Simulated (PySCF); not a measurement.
Gas-phase reaction: 3 TaOF3 + 3 F2O → 3 TaF5 + 2 O3

Energies from PySCF, thermal terms from the rigid-rotor harmonic-oscillator model, ideal gas at 1 bar. † marks an energy on the PBE0/def2-TZVP geometry and frequencies; other levels use their own. CCSD(T) freezes the core. All species are closed-shell singlets. Ta: scalar-relativistic def2 core potential, no spin-orbit coupling. TaOF3: computed as isolated molecules; such fragments, hydroxides, amides, oligomers or adducts are transient or little studied in the gas. CCSD(T) isn't extrapolated to the basis-set limit; its ΔH°(298 K) is -1186.4 kJ in def2-SVP and -1152.2 kJ in def2-TZVPP. The harmonic model lacks anharmonicity and excited electronic states, which grow with temperature; levels with a mode under 35 cm⁻¹ are left out. Strong static correlation: O3. Soft modes under 120 cm⁻¹ make the harmonic entropy rough for TaF5. Warning, large T1 diagnostic: O3, TaOF3 (CCSD(T)/def2-SVP†).

```csv
level,"ΔE electronic, kJ","ΔH°(298 K), kJ","ΔS°(298 K), J/K","ΔG°(1800 K), kJ"
CCSD(T)/def2-SVP†,-1194,-1186,-191,-867
PBE/def2-SVP,-1187,-1178,-193,-852
PBE/def2-TZVP†,-1111,-1103,-191,-784
PBE0/def2-SVP†,-1176,-1168,-191,-848
r2SCAN/def2-TZVP†,-1166,-1158,-191,-839
```
ΔH° is lowest at CCSD(T)/def2-SVP† and highest at PBE/def2-TZVP†. No reference value is set beside these.
